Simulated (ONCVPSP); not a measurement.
Pseudopotential generation for Pm: ONCV, LDA (Perdew-Zunger), scalar-relativistic.

promethium, optimised norm-conserving Vanderbilt (ONCV), made with ONCVPSP 4.0.1 (LDA (Perdew-Zunger), scalar-relativistic). Core [Kr] 4d10 4f4, reference 5s2 5p6 5d1 6s2. Waves: 5s+6s: rc 2.40 bohr, ncon 4, nbas 7, qcut 3.9 1/bohr, 2 projectors; 5p: rc 1.85 bohr, ncon 4, nbas 8, qcut 3.8 1/bohr, 3 projectors, debl 0.2 Ha; 5d: rc 3.65 bohr, ncon 3, nbas 8, qcut 3.4 1/bohr, 3 projectors, debl 2.8 Ha. Local part: polynomial inside 1.70 bohr (lpopt 5, dvloc0 0 Ha). Core correction: none.

In the p channel the program set the typed energies aside and used -0.934, 0.250, 0.450 Ha.

All-electron outer shells of the reference configuration (LDA (Perdew-Zunger), scalar-relativistic, ld1.x):

```
shell  level (eV)  outermost node (bohr)  outermost maximum (bohr)
   5s      -45.34                   0.70                      1.27
   5p      -25.43                   0.75                      1.44
   4f       -7.69                      –                      0.62
   6s       -4.08                   1.70                      3.50
   5d       -2.98                   0.85                      2.07
```

Results:

* Cutoffs needed: 33 Ha and 59 Ha (the cutoffs (Ha) at which the residual kinetic energy of the hardest occupied pseudo-wave falls to 1 and 0.1 mHa per electron)
* Ghost test: no bound ghost flagged; GHOST(+) flagged for s at 67.7 eV, d at 143.6 eV
* Configuration tests: 1 of 4 tests not solved or not reliable

Generation and tests took about 4.3 s on one core of a shared server CPU.
